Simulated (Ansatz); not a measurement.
Cl$_{4}$Si (SMILES Cl[Si](Cl)(Cl)Cl), singlet, geometry from GFN2-xTB; BLYP/6-31G* run with Ansatz (a first-principles code).

The Ansatz input:
Ansatz 0.2 input:
```yaml
crystal:
  periodic: [false, false, false]
  atoms:
    - {symbol: Si, position_ang: [-0.00000000, 0.00000000, 0.00000000]}
    - {symbol: Cl, position_ang: [1.15408739, 1.15122039, 1.18326052]}
    - {symbol: Cl, position_ang: [-1.18855309, -1.15744030, 1.14236817]}
    - {symbol: Cl, position_ang: [1.17148700, -1.16838046, -1.14884152]}
    - {symbol: Cl, position_ang: [-1.13702131, 1.17460038, -1.17678717]}
basis:
  gaussian:
    orbitals: 6-31G*
hamiltonian:
  xc: blyp
accuracy: high
```

What the program printed (banner, timings and long lists left out):

```
Functional definition: BLYP
1890 factors; integrals over basis functions are off by at most 3.6e-9 eV
mean field evaluation 1: about -57969.4231 eV, gradient 2.0e1 eV
mean field evaluation 2: about -57969.1197 eV, gradient 2.3e1 eV
mean field evaluation 4: about -57970.4414 eV, gradient 6.7e-1 eV
mean field evaluation 8: about -57970.4286 eV, gradient 4.1e-3 eV
mean field evaluation 16: about -57970.4286 eV, gradient 2.0e-7 eV
mean field -57970.42857815 eV, -2130.3739564792 hartree, gradient 1.0e-8 eV, S^2 0.000000; 0 other end points of the search recorded, 0 dependent functions left out
reference -57970.42863204 eV, -2130.3739584597 hartree; 41, 41 occupied and 54, 54 virtual orbitals, 1890 factors
Total energy: -57970.42863204 eV, -2130.3739584597 hartree
```
